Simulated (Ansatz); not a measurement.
These are Ansatz (a first-principles code) with frozen-core CCSD(T)/cc-pVTZ // B3LYP-D3(BJ)/def2-TZVP values and carry that method's errors.

Ansatz 0.2 input:
```yaml
crystal:
  periodic: [false, false, false]
  atoms:
    - { symbol: B, position_ang: [-1.259791, -0.201542, 0.016159] }
    - { symbol: C, position_ang: [0.046041, 0.45374, -0.341125] }
    - { symbol: B, position_ang: [1.341795, -0.20911, 0.217159] }
    - { symbol: O, position_ang: [0.994733, 0.907142, 0.804049] }
    - { symbol: H, position_ang: [-1.52242, -0.468895, 1.145985] }
    - { symbol: H, position_ang: [-1.991803, -0.521915, -0.868521] }
    - { symbol: H, position_ang: [0.203207, 1.068227, -1.222302] }
    - { symbol: H, position_ang: [2.188237, -1.027647, 0.248595] }
basis:
  gaussian: { orbitals: cc-pVTZ }
correlation:
  method: ccsd_t
```

Output:

```
Functional definition: HF
1014 factors; integrals over basis functions are off by at most 1.7e-3 eV
mean field evaluation 1: about -4472.0645 eV, gradient 3.3e1 eV
mean field evaluation 2: about -4472.0651 eV, gradient 3.3e1 eV
mean field evaluation 4: about -4474.8942 eV, gradient 4.6e0 eV
mean field evaluation 8: about -4474.9618 eV, gradient 1.1e-1 eV
mean field evaluation 16: about -4474.9564 eV, gradient 1.2e0 eV
mean field -4474.96190730 eV, -164.4518168552 hartree, gradient 2.6e-6 eV, S^2 0.000000; 0 other end points of the search recorded, 0 dependent functions left out
4 core orbitals not correlated
reference -4474.96190730 eV, -164.4518168552 hartree; 10, 10 occupied and 162, 162 virtual orbitals, 1014 factors
second order -16.23570656 eV of doubles, -0.00000000 eV of singles
cycle   1  -16.37454251 eV  change   -1.4e-1 eV  update   1.0e-1
cycle   2  -16.84577052 eV  change   -4.7e-1 eV  update   3.3e-2
cycle   3  -16.97330329 eV  change   -1.3e-1 eV  update   1.9e-2
cycle   4  -16.95746577 eV  change    1.6e-2 eV  update   5.7e-3
cycle   5  -16.95674711 eV  change    7.2e-4 eV  update   3.0e-3
cycle   6  -16.95769110 eV  change   -9.4e-4 eV  update   9.6e-4
cycle   7  -16.95722578 eV  change    4.7e-4 eV  update   4.3e-4
cycle   8  -16.95717254 eV  change    5.3e-5 eV  update   1.5e-4
cycle   9  -16.95726252 eV  change   -9.0e-5 eV  update   6.1e-5
cycle  10  -16.95723677 eV  change    2.6e-5 eV  update   2.5e-5
cycle  11  -16.95724538 eV  change   -8.6e-6 eV  update   1.0e-5
perturbative correction -0.73678096 eV, -0.0270762010 hartree
Total energy: -4492.65593365 eV, -165.1020603299 hartree
```

Cost: roughly 80 core-seconds.
